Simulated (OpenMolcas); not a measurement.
Fe4+ (d4) among equal point charges was computed by CASSCF with the d shell active (OpenMolcas, ANO-RCC-VDZP on the metal). Its lowest spin-free states, and all those of the highest spin:

```tsv
2S+1	Degeneracy	E (cm-1)
5	3	0.0
5	2	453.4
3	3	26532
3	3	26667
3	2	26994
3	3	27015
3	3	29844
3	3	30768
3	3	30799
3	1	30971
3	3	33493
3	2	33799
```

Question: Is the site octahedral, tetrahedral or cube-like, axial, or of lower symmetry?

Answer: The states with 2S+1 = 5 have orbital degeneracies 3, 2. Threefold states need a cubic site. For d4 at this spin an octahedron puts the twofold E below the threefold T2 and a tetrahedron or cube puts the threefold T2 below the twofold E, so the site is a tetrahedron or a cube, which this pattern cannot tell apart. The first gap at this spin, 453 cm-1, is |10Dq| in ligand-field theory. The run had Fe4+ among 4 point charges of -1 e arranged as a tetrahedron (Td), 2.01 Å from the ion.

An orbital triplet at a regular site is open to Jahn-Teller coupling, which can distort the site and quench the lowest spin-orbit gaps and is left out. Without dynamic correlation the repulsion within the d shell is too large (B by tens of per cent), so at a given field states of lower spin stand too high. The ground term spreads over less than 5000 cm-1, several times less than with real ligands, so orbital moments are less quenched and χT lies further from the spin-only value than at real sites. Point charges carry no covalency, so the field is a model and not that of real ligands. No measured value stands beside these numbers.
